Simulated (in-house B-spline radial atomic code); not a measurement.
Eu⁺. Computed with a B-spline radial atomic code. Model: non-relativistic spherical atom: semilocal Troullier-Martins pseudo-atom, one channel per l, against all electrons, high spin, G0W0 and RPA with empty states to l = 8, local potential for every l without a channel, a model core (radius 0 = none) keeps its share of the functional.

Without relativity these are model numbers for so heavy an element.

What the tables leave out is listed at the end.

The pseudopotential gives back the lowest level of each angular momentum of its own functional in the configuration it was made in; a second state of the same l is only approximately right. Exact exchange, RPA and GW see the smooth pseudo-orbitals and miss the exchange with the core, for which the functional's share stands in. The column with an uncorrelated core keeps all orbitals and exact exchange, and so separates missing core correlation from pseudisation. Only the three outermost levels and the lowest empty one were computed. RPA here is direct RPA, with no exchange kernel, and its energies carry an (l + 1/2)⁻⁴ tail. A hybrid on a potential with a model core restores only its own semilocal share of the core's exchange.

Command:
```bash
python run_psgw.py task.json out
```
Settings (lengths in bohr, energies in hartree):
```
Z                      63
electrons              62
configuration          [Xe] 4f7 6s1
generated_in           [Xe] 4f7 6s2
functional             pbe,pbe
core_shells            9
radius_factor          1.3
core_correction        False
ion_configuration      [Xe] 4f7
```

Time taken, with all properties: 120 s on 1 thread of Arm Neoverse N1, with other jobs on the host.

Given: made with PBE; model core radius 0 bohr; local radius 1.87 bohr; mean-field start PBE.

Valence shells of the generating configuration: 5s, 5p, 4f, 6s.

Channel: s 1.721, p 1.867, d 2.716, f 2.576 (radii in bohr).

Computed: largest level miss in the spin-unpolarised generating configuration 0.073 eV; valence RPA correlation energy all-electron orbitals -0.95956 hartree; valence RPA correlation energy pseudo -1.2739 hartree; all-electron RPA polarisability, core included 65.624 bohr³; pseudo-atom RPA polarisability 61.141 bohr³; ionisation by mean-field all-electron 10.836 eV; ionisation by RPA pseudo minus all 0.384 eV.

```
level  occupied  mean-field all-electron (eV)  mean-field pseudo minus all (eV)  G0W0 all-electron (eV)  G0W0 uncorrelated core minus all (eV)  G0W0 pseudo minus all (eV)  exchange self-energy all-electron (eV)  exchange self-energy pseudo (eV)
6s up         1                       -8.3894                            -0.208                   -11.1                                  0.028                       -0.26                                 -7.8958                           -7.7425
```

(1) What is the ionisation by mean-field pseudo minus all?

(2) What is the ionisation by RPA all-electron?

Given: mean-field start PBE0.

Computed: valence RPA correlation energy all-electron orbitals -0.88721 hartree; valence RPA correlation energy pseudo -1.2129 hartree; ionisation by mean-field all-electron 10.65 eV; ionisation by mean-field pseudo minus all 0.297 eV; ionisation by RPA all-electron 11.004 eV; ionisation by RPA pseudo minus all 0.383 eV.

```json
{"level": "6s up", "occupied": "1", "mean-field all-electron (eV)": "-8.8799", "mean-field pseudo minus all (eV)": "-0.243", "G0W0 all-electron (eV)": "-11.053", "G0W0 uncorrelated core minus all (eV)": "0.028", "G0W0 pseudo minus all (eV)": "-0.306", "exchange self-energy all-electron (eV)": "-7.7185", "exchange self-energy pseudo (eV)": "-7.5977"}
{"level": "5p down", "occupied": "1", "mean-field all-electron (eV)": "-29.326", "mean-field pseudo minus all (eV)": "0.875", "G0W0 all-electron (eV)": "-33.131", "G0W0 uncorrelated core minus all (eV)": "0.133", "G0W0 pseudo minus all (eV)": "0.942", "exchange self-energy all-electron (eV)": "-25.664", "exchange self-energy pseudo (eV)": "-20.833"}
```

(3) What is the pseudo-atom RPA polarisability?

(4) What is the all-electron RPA polarisability, core included?

Given: mean-field start Hartree-Fock.

Computed: valence RPA correlation energy all-electron orbitals -0.74092 hartree; valence RPA correlation energy pseudo -1.0763 hartree; pseudo-atom RPA polarisability 41.646 bohr³; ionisation by mean-field pseudo minus all 0.302 eV; ionisation by RPA all-electron 10.701 eV; ionisation by RPA pseudo minus all 0.38 eV.

| level | occupied | mean-field all-electron (eV) | mean-field pseudo minus all (eV) | G0W0 all-electron (eV) | G0W0 uncorrelated core minus all (eV) | G0W0 pseudo minus all (eV) | exchange self-energy all-electron (eV) | exchange self-energy pseudo (eV) |
| --- | --- | --- | --- | --- | --- | --- | --- | --- |
| 6s up | 1 | -9.9564 | -0.303 | -10.816 | 0.024 | -0.378 | -7.1078 | -7.0287 |
| 4f up | 1 | -25.099 | 5.826 | -22.568 | 0.18 | 2.981 | -64.199 | -31.746 |
| 5p down | 1 | -33.065 | 0.821 | -33.735 | 0.147 | 0.581 | -25.118 | -20.662 |

(5) What is the all-electron RPA polarisability, core included?

(6) What is the ionisation by mean-field all-electron?

Answers

(1) 0.276 eV.

(2) 11.308 eV.

(3) 52.663 bohr³.

(4) 56.603 bohr³.

(5) 44.53 bohr³.

(6) 9.9324 eV.

Among the listed levels the largest G0W0 shift of the pseudo-atom is +2.98 eV, for 4f up on the Hartree-Fock start, while leaving the core uncorrelated moves that level by +0.18 eV. So pseudisation and the lost core exchange, not the missing core correlation, make the error. Not in the tables (levels of low weight, unsolved or above zero; the highest and the empty levels are kept at any weight): on PBE the G0W0 levels 4f up (pseudo minus all +3.19 eV, weights 0.79 and 0.23), 5p down (pseudo minus all +1.03 eV, weights 0.53 and 0.48); on PBE0 the G0W0 levels 4f up (pseudo minus all +2.91 eV, weights 0.81 and 0.71), 5d up (pseudo minus all +0.07 eV, weights 0.64 and 0.44).
